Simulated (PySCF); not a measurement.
Two-component Hartree-Fock for F⁺ (fluorine, charge +1)

Start: [He] 2s2 2p4; 2p1/2 filled at m_j = -1/2, +1/2; 2p3/2 filled at m_j = +1/2, +3/2. Calculated with PySCF 2.14 in an uncontracted even-tempered set (20 s from 0.06 bohr⁻², ratio 2.4; 13 p from 0.077 bohr⁻², ratio 2.4; 6 d from 1.4 bohr⁻², ratio 2.6; 5 f from 2.1 bohr⁻², ratio 2.6): generalised Hartree-Fock with the X2C-1e Hamiltonian and a Gaussian nucleus; one run each with spin-orbit coupling (SO) switched off, then screened by Boettger's factors.

```
spinor shell  electrons  ε, spin-free (eV)  ε, screened SO (eV)  weight of nominal j (screened SO)  rms radius, screened SO (bohr)
       1s1/2          2            -739.22              -739.21                              1.000                           0.204
       2s1/2          2            -59.849              -59.845                              1.000                            1.05
       2p3/2          2            -39.384              -40.967                              0.832                            1.08
       2p1/2          2            -39.384              -37.806                              0.670                            1.11
```

```csv
quantity,spin-free,screened SO
E (hartree),-98.92446,-98.92527
M_J,2,2
⟨J²⟩,6.006,6.006
⟨L²⟩,2.002,2.002
⟨S²⟩,2.004,2.004
```

Each row is a mean over spinors that exchange with the open shell spreads, by up to 11.107 eV (2s1/2).

Rows whose weight is well below 1 are mixtures of j = l ± 1/2: exchange outweighs spin-orbit coupling there, and the label is only the starting occupation.

Without spin-orbit coupling the j labels of p, d and f shells carry no meaning; the spin-free column gives the mean over the occupied spinors of each nl shell.
